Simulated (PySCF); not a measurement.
## Exercise with solution: chemical shift, span and skew from a shielding tensor

Zn(Me)(OH) (CH₄OZn), SMILES [Zn]([OH])[CH3]. Atoms are numbered in the order given.

```xyz
7

Zn     0.0043    -0.0316     0.0257
C     -0.2056     1.6700    -0.8149
H     -0.9273     2.2831    -0.2714
H     -0.5655     1.5458    -1.8387
H      0.7450     2.2061    -0.8478
O      0.2035    -1.6701     0.6799
H      0.2225    -1.7447     1.6383
```

The structure is a stationary point at r2SCAN-D4/def2-TZVP. The geometry has at least one imaginary mode, so it is a saddle point at that level. The isomer is the one that the SMILES or the coordinates give; other isomers of the formula were not compared. Other conformers were not sampled.

GIAO shieldings from PySCF with HF/pcSseg-1, non-relativistic, no solvent. The symmetric part of the tensor of C2 has the principal values 205.8, 223.0, 223.9 ppm. The same nucleus in TMS has σ = 192.6 ppm at this level (PySCF, at its B3LYP-D3(BJ)/def2-TZVP geometry).

Work out the isotropic shielding, the ¹³C shift against TMS, the span and the skew.


σ(iso) = (σ11 + σ22 + σ33)/3 = 217.6 ppm. δ = σ(ref) − σ(iso) = 192.6 − (217.6) = -25.0 ppm.
Span Ω = σ33 − σ11 = 18.1 ppm. Skew κ = 3(σ(iso) − σ22)/Ω = -0.90. Tumbling in solution averages the tensor to δ; in a static solid the shielding alone would spread this spin-1/2 line over Ω.
